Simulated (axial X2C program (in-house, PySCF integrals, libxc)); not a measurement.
# IrO: from Re and ωe to a spectrum

A bond curve at the PBE0 level, with spin–orbit coupling, was computed with an in-house relativistic program for diatomic molecules (basis Ir dyall-v2z [11s12p9d6f], O dyall-v2z [5s5p1d] (cores contracted in-house)) for the state Ω = 7/2 (⟨Sz⟩ = 1.46, ⟨Lz⟩ = 2.04 at PBE0). Its fit gives Re = 1.7108 Å, ωe = 947.6 cm⁻¹, ωexe = 4.23 cm⁻¹ and αe = 2.260e-03 cm⁻¹; the masses are 192.9629 and 15.9949 u. Two-component means X2C with spin–orbit coupling and atomic mean-field Coulomb and Gaunt terms.

Find the reduced mass, Be and the force constant.

From the PBE0 values: μ = 14.7706 u. Be = 16.8576/(μ Re²) = 0.3899 cm⁻¹. k = 5.8918×10⁻⁷ μ ωe² = 7.81 mdyn/Å.

The dipole moment p changes by 4.82 D/Å at Re. What harmonic infrared intensity follows?

I = 42.256 × (dp/dR)²/μ = 66 km/mol.

Where do the fundamental and the first overtone lie?

ν(1←0) = ωe − 2ωexe = 939.1 cm⁻¹; ν(2←0) = 2ωe − 6ωexe = 1869.8 cm⁻¹.

A Morse curve ties αe to the other constants (Pekeris). How well does that hold?

αe(Morse) = 6Be²/ωe × (√(ωexe/Be) − 1) = 2.208e-03 cm⁻¹; the PBE0 curve gives 2.260e-03 cm⁻¹, a ratio of 0.98.

Estimate the centrifugal constant by the Kratzer relation.

D = 4Be³/ωe² = 2.64e-07 cm⁻¹.

Occupations by symmetry block were frozen at the best pattern of an incomplete PBE0 search. Density functionals use the spin component along the axis (collinear). The functionals have no current-density term, which raises determinants with orbital currents, atoms included. With several unpaired electrons one determinant need not be a pure state. The lowest spin-free determinant has another configuration (M_S = 3/2, Λ = 0), so the order of states is uncertain and this need not be the ground state.
